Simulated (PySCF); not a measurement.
**Cobalt: a sound run and one with changed settings**

Sound run: Co⁺ [Ar] 3d8, Co²⁺ [Ar] 3d7. Calculation: PySCF 2.14, in cc-pVTZ-DK; the spin-free X2C one-electron Hamiltonian (Gaussian nucleus). In the sound run the correlated levels freeze [Ar]. The sound run starts from symmetry-adapted Hartree-Fock orbitals and uses a fine grid where one is needed.

Changed run: basis STO-3G, all-electron and non-relativistic. This setting is unsound on purpose.

```json
{"species": "Co⁺", "method": "UHF", "sound run (hartree)": "-1391.57674", "changed run (hartree)": "-1364.93075", "converged": "yes"}
{"species": "Co⁺", "method": "r2SCAN", "sound run (hartree)": "-1392.92642", "changed run (hartree)": "-1366.01987", "converged": "yes"}
{"species": "Co⁺", "method": "B3LYP", "sound run (hartree)": "-1392.99994", "changed run (hartree)": "-1365.95744", "converged": "yes"}
{"species": "Co⁺", "method": "MP2", "sound run (hartree)": "-1391.85957", "changed run (hartree)": "-1364.92939", "converged": "yes"}
{"species": "Co²⁺", "method": "UHF", "sound run (hartree)": "-1391.05544", "changed run (hartree)": "-1365.36838", "converged": "yes"}
{"species": "Co²⁺", "method": "r2SCAN", "sound run (hartree)": "-1392.28787", "changed run (hartree)": "-1366.36683", "converged": "yes"}
{"species": "Co²⁺", "method": "B3LYP", "sound run (hartree)": "-1392.35283", "changed run (hartree)": "-1366.31107", "converged": "yes"}
{"species": "Co²⁺", "method": "MP2", "sound run (hartree)": "-1391.23974", "changed run (hartree)": "-1365.36885", "converged": "yes"}
```

Ionisation energy of Co⁺:

| method | sound run (eV) | changed run (eV) |
| --- | --- | --- |
| UHF | 14.185 | -11.909 |
| r2SCAN | 17.376 | -9.441 |
| B3LYP | 17.609 | -9.623 |
| MP2 | 16.866 | -11.958 |
| SCS-MP2 | 16.762 | -11.957 |

A minimal basis cannot let orbitals breathe on ionisation and holds almost no correlation. The Hamiltonian changed with the basis, so the totals do not compare. A negative ionisation energy or a positive MP2 energy shows that the occupation asked for is not the lowest one in this basis.

For comparison, NIST gives 17.084 eV between the lowest levels.
